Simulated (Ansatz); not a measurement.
Geometry optimisation, Ansatz 0.2.0, RKS B3LYP-D4/def2-SVP.

Input:

```yaml
crystal:
  periodic: [false, false, false]
  atoms:
    - { symbol: "N", position_ang: [-0.5403, 1.5028, -0.7327] }
    - { symbol: Ge, position_ang: [0.6851, 0.2513, -0.3316] }
    - { symbol: C, position_ang: [0.1422, -0.9486, 1.0433] }
    - { symbol: S, position_ang: [-0.2236, -1.8013, -0.4245] }
    - { symbol: H, position_ang: [-1.0389, 1.2406, -1.6545] }
    - { symbol: H, position_ang: [-1.3232, 1.5122, -0.0049] }
    - { symbol: H, position_ang: [2.0021, 0.1811, -1.1878] }
    - { symbol: H, position_ang: [-0.6514, -0.5831, 1.6506] }
    - { symbol: H, position_ang: [1.0364, -1.4013, 1.6249] }
basis:
  gaussian: { orbitals: def2-SVP }
hamiltonian:
  xc: b3lyp
  dispersion: d4
relax:
  f_tol: 0.015
  max_steps: 40
```

Run as:

```bash
$ ansatz run input.yaml --threads 2 --pin off --max-ram 3072MiB --backend cpu --events-out ev --progress --plain --runs-dir out
```

Q: Where does it end, and by what steps?

A: The run converged. After 9 steps the energy has fallen by 0.674 eV; H5 moved furthest, 0.62 Å.

| step | energy less start (eV) | largest force component (eV/Å) | accepted |
| --- | --- | --- | --- |
| 0 | 0.0000 | 3.326 | yes |
| 1 | -0.5130 | 1.276 | yes |
| 2 | -0.6316 | 0.577 | yes |
| 3 | -0.6590 | 0.339 | yes |
| 4 | -0.6355 | 0.521 | no |
| 5 | -0.6729 | 0.039 | yes |
| 6 | -0.6738 | 0.021 | yes |
| 7 | -0.6739 | 0.037 | yes |
| 8 | -0.6737 | 0.088 | no |
| 9 | -0.6739 | 0.006 | yes |

```xyz
9
Properties=species:S:1:pos:R:3
N -0.594 1.510 -0.731
Ge 0.488 0.062 -0.459
C 0.275 -0.974 1.149
S -0.326 -2.014 -0.319
H -0.717 1.765 -1.711
H -1.515 1.422 -0.303
H 1.840 0.266 -1.142
H -0.522 -0.698 1.850
H 1.159 -1.385 1.648
```

Run time: 33 s on 2 threads of Arm Neoverse V1, with other jobs on the host, peak memory 0.24 GiB.
